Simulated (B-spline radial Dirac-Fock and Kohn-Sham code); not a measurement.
Level of theory: the Dirac equation of a negative muon with reduced mass in the field of a spherical finite nucleus, with the Uehling potential to all orders; nuclear polarisation, deformation, hyperfine structure, self-energy, higher-order vacuum polarisation, relativistic recoil and electron screening are left out; a radial B-spline solver. The nuclear charge is a Fermi distribution (skin thickness 2.3 fm).

Question: A muonic atom of atomic mass 137.91 u emits these computed lines: 2p3/2 → 1s1/2 4172 keV, 3d5/2 → 2p3/2 1313 keV, 4f7/2 → 3d5/2 465.8 keV, 5g9/2 → 4f7/2 214.6 keV. Which element is it, and what rms charge radius was used?

Answer: Cerium (Z = 58, nuclide ¹³⁸Ce); the high transitions hardly feel the nucleus and fix Z. The 2p → 1s line lies 3359 keV below the value for a point nucleus without QED, which for this nuclear model gives a radius near 4.87 fm (4.8737 fm was used).
